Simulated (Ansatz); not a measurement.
Total energies of CH₅BN₂O, SMILES `N=COBN`.

| atom | x (Å) | y (Å) | z (Å) |
| --- | --- | --- | --- |
| N1 | 1.320 | 0.768 | -0.465 |
| C2 | 1.007 | -0.370 | -0.915 |
| O3 | -0.081 | -1.053 | -0.562 |
| B4 | -1.061 | -0.648 | 0.355 |
| N5 | -1.020 | 0.557 | 1.034 |
| H6 | 2.190 | 1.081 | -0.883 |
| H7 | 1.588 | -0.935 | -1.649 |
| H8 | -1.949 | -1.432 | 0.510 |
| H9 | -0.262 | 1.208 | 0.890 |
| H10 | -1.735 | 0.824 | 1.686 |

Charge 0, multiplicity 1. The structure was optimised at the PBE0-D4/def2-TZVP level. It is one conformer, not always the lowest. Basis def2-TZVPP, the Gaussian-basis code of Ansatz.

RPA on PBE orbitals: Hartree–Fock energy of these orbitals -249.35753 Eh, correlation -1.43638 Eh (frozen core).

| functional | energy without D4 (Eh) | D4 term (kJ/mol) |
| --- | --- | --- |
| revPBE | -250.79596 | -58.1 |
| B3LYP | -250.88601 | -26.4 |

(1) Give the same for LDA (SPW92), PBE, BLYP, r2SCAN, B97M-V, PBE0, r2SCANh, r2SCAN0, HSE06 (plane-wave form), BHLYP, CAM-B3LYP, LC-ωPBE, ωB97X-V, ωB97M-V, B2PLYP, PBE-QIDH. (Best estimate.)

B3LYP takes the VWN-RPA correlation (the form of Gaussian; ORCA's B3LYP/G). HSE06 is the plane-wave form, built on full-range PBE exchange. The double hybrids freeze the cores in their second-order part.

## Answers

(1) Ansatz gave: 
```csv
functional,energy without D4 (Eh),D4 term (kJ/mol)
LDA (SPW92),-248.79816,–
PBE,-250.57198,-16.5
BLYP,-250.80447,-37.4
r2SCAN,-250.73659,-4.1
B97M-V,-250.84465,–
PBE0,-250.58371,-13.7
r2SCANh,-250.72270,-4.3
r2SCAN0,-250.70301,-4.7
HSE06 (plane-wave form),-250.57083,-12.6
BHLYP,-250.73936,-18.1
CAM-B3LYP,-250.76954,-13.6
LC-ωPBE,-250.71050,–
ωB97X-V,-250.79541,–
ωB97M-V,-250.78587,–
B2PLYP,-250.68384,–
PBE-QIDH,-250.54623,–
```

LC-ωPBE has ω = 0.4 bohr⁻¹.
